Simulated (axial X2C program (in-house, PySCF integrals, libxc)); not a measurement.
Nuclear properties of TeNC

Calculated with an in-house all-electron X2C program for linear molecules (integrals from PySCF): two-component X2C with atomic mean-field Coulomb and Gaunt terms, Gaussian nuclei, basis Te dyall-v3z, N dyall-av3z, C dyall-v3z with contracted cores.

Te–N–C held linear, with bonds 1.989 and 1.177 Å (near the PBE0 minimum at charge 0 of the determinant lowest at the starting distance; the state shown can have its own minimum elsewhere, held linear; other orders of the atoms were not compared).

Determinant lowest in the PBE0 search, Ω = 3/2 (⟨Sz⟩ = 0.50, ⟨Lz⟩ = 1.00 at PBE0), spin on the atoms Te 0.49, N -0.03, C 0.04:

| level | Eeff magnitude (GV/cm) | Ws magnitude Te (kHz) | A∥/gI Te (MHz) | qzz Te (a.u.) | A∥/gI N (MHz) | qzz N (a.u.) | A∥/gI C (MHz) | qzz C (a.u.) | μ (D) |
| --- | --- | --- | --- | --- | --- | --- | --- | --- | --- |
| PBE0 | 1.65 | 0.667 | 578 | 10.75 | 2.44 | 0.04 | 8.64 | -0.87 | -3.84 |
| HF | 4.37 | 1.74 | 624 | 11.76 | -2.21 | -0.07 | 7.63 | -1.04 | -3.71 |
| B3LYP | 1.29 | 0.527 | 602 | 10.94 | 3.57 | 0.01 | 9.25 | -0.89 | -3.88 |

Determinant 0.51 eV from it at PBE0 and this distance, Ω = 1/2 (⟨Sz⟩ = -0.49, ⟨Lz⟩ = 0.99 at PBE0), spin on the atoms Te -0.48, N 0.03, C -0.04:

```
level  Eeff magnitude (GV/cm)  Ws magnitude Te (kHz)  A∥/gI Te (MHz)  qzz Te (a.u.)  A∥/gI N (MHz)  qzz N (a.u.)  A∥/gI C (MHz)  qzz C (a.u.)  μ (D)
 PBE0                    2.35                   2.67            4100          10.04           28.4          0.04           36.8         -0.87  -3.70
   HF                    1.51                   1.68            4000          10.97           23.5         -0.06           26.1         -1.04  -3.60
B3LYP                     2.7                   3.08            4060          10.25           30.1          0.01           37.2         -0.89  -3.72
```

Eeff is the effective electric field on the electron electric dipole moment in this Ω state and Ws the scalar–pseudoscalar constant of the nucleus named (defined with the proton number Z and per Ω); A∥ (defined per Ω) follows by multiplying with gI = μI/(I μN); qzz is the electric field gradient, eQq0 = 234.96 MHz × Q/barn × qzz; μ is positive if the C end (last atom) is positive. The operators were transformed with the bare-nucleus X2C matrices; with these basis sets, hyperfine constants and field gradients can be off by tens of per cent, and where levels differ in sign neither size nor sign is settled.

With gI(125Te) = -1.7770, gI(13C) = 1.4048 (g factors from the IAEA table of nuclear moments by Stone), turn the PBE0 values of the first state into constants in MHz.

A∥(125Te) = 578 × -1.7770 = -1030 MHz; A∥(13C) = 8.64 × 1.4048 = 12.1 MHz.

The molecule was held linear; bending was not examined, so a bent shape may lie lower.

Each state is one determinant with collinear spin. Unrestricted Hartree–Fock can overshoot spin polarisation at the nuclei. Where Eeff spreads by more than a factor of two the levels disagree and none is to be relied on. The search compared states at one distance, so a state with another bond length can lie lower. Where a field gradient or hyperfine factor spreads by more than a factor of two over the levels, a constant derived from it is not to be relied on. PBE0 term energies can be off by some tenths of an eV.
